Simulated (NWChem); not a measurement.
System: C2H6GeO; SMILES C[C](=O)[GeH3]

NWChem input:

```
start job
memory heap 200 mb stack 900 mb global 1100 mb
geometry units angstroms noautosym nocenter noautoz
  C     -1.109663     1.830806     0.179909
  C      0.060767     0.993063    -0.257104
  O      1.061768     1.464742    -0.734186
  Ge    -0.011959    -1.011324    -0.051499
  H     -1.312921     1.661120     1.250098
  H     -2.016687     1.520146    -0.364355
  H     -0.904455     2.895245    -0.002506
  H      0.162482    -1.628634    -1.447473
  H      1.166384    -1.430467     0.840684
  H     -1.334712    -1.501591     0.571220
end
basis spherical
  * library pcsseg-1
end
dft
  xc pbe0
  iterations 150
end
property
  shielding 8 1 2 3 4 5 7 8 10
end
task dft property
```

All runs use the structure optimised with PBE0/def2-SVP.

GIAO values for the isolated, static molecule; σ is the absolute isotropic shielding, δ = σ(reference) − σ with the isolated reference molecule computed at the same levels (13C: tetramethylsilane, 1H: tetramethylsilane, 17O: water).

Atoms are numbered as in the input.

Predict the main results of this run. (PBE0/pcSseg-1, GIAO.) Quantities: δ C1 (ppm); δ C2 (ppm); δ O3 (ppm); σ Ge4 (ppm); δ H5 (rotor mean) (ppm); δ H8 (rotor mean) (ppm).


* **δ C1 (ppm)**: 43.6
* **δ C2 (ppm)**: 232.5
* **δ O3 (ppm)**: 830.8
* **σ Ge4 (ppm)**: 1624.8
* **δ H5 (rotor mean) (ppm)**: 2.46
* **δ H8 (rotor mean) (ppm)**: 4.03
